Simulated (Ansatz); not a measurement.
System: dihydroxy(dimethoxy)silane, C2H8O4Si, charge 0, multiplicity 1. 
Geometry from a B3LYP-D3(BJ)/def2-TZVP (Ansatz, a first-principles code) optimisation:
SMILES: CO[Si](O)(O)OC
```xyz
15

C     -2.3016    -0.8229     0.2347
O     -1.0292    -0.5852     0.8233
Si     0.1151     0.3793     0.1794
O     -0.6110     1.7925    -0.2077
O      1.3068     0.5012     1.2925
O      0.7949    -0.1870    -1.1885
C      1.6514    -1.3206    -1.2484
H     -2.1991    -1.3419    -0.7222
H     -2.8741    -1.4513     0.9162
H     -2.8390     0.1139     0.0729
H     -0.1642     2.3601    -0.8401
H      1.0464     0.5478     2.2154
H      1.1152    -2.2312    -0.9677
H      2.0026    -1.4214    -2.2749
H      2.5103    -1.1975    -0.5854
```
Charge 0, spin multiplicity 1.

Quantity: vertical ionisation energy (to the doublet state of charge +1; each state is the SCF solution reached for its spin; for the doublet the Hartree-Fock reference is unstable and T1 is 0.023), in eV. Cores are frozen in the correlated levels unless marked. UHF or UKS for open shells. No spin-orbit coupling. Non-relativistic. CBS(X,Y): correlation extrapolated as X^-3; Hartree-Fock from the larger set. The program attaches cautions to a run behind CCSD(T)/aug-cc-pV(D+d)Z: other roots.

```tsv
level	program	vertical ionisation energy (eV)
HF/aug-cc-pV(T+d)Z	Ansatz	9.78
HF/aug-cc-pV(Q+d)Z	Ansatz	9.78
SVWN5/def2-TZVPD	Ansatz	9.75
r2SCAN/def2-TZVPD	Ansatz	9.81
PBE0/def2-TZVPD	Ansatz	10.18
BHLYP/def2-TZVPD	Ansatz	10.58
CAM-B3LYP/def2-TZVPD	Ansatz	10.52
wB97M-V/def2-TZVPD	Ansatz	10.59
wB97X-V/def2-TZVPD	Ansatz	10.61
B2PLYP/def2-TZVPD	Ansatz	10.40
RI-MP2/aug-cc-pV(T+d)Z	Ansatz	11.43
RI-MP2/aug-cc-pV(Q+d)Z	Ansatz	11.50
RI-MP2/CBS(aug-cc-pV(T+d)Z,aug-cc-pV(Q+d)Z)	Ansatz	11.55
CCSD(T)/aug-cc-pV(D+d)Z	Ansatz	10.66
```
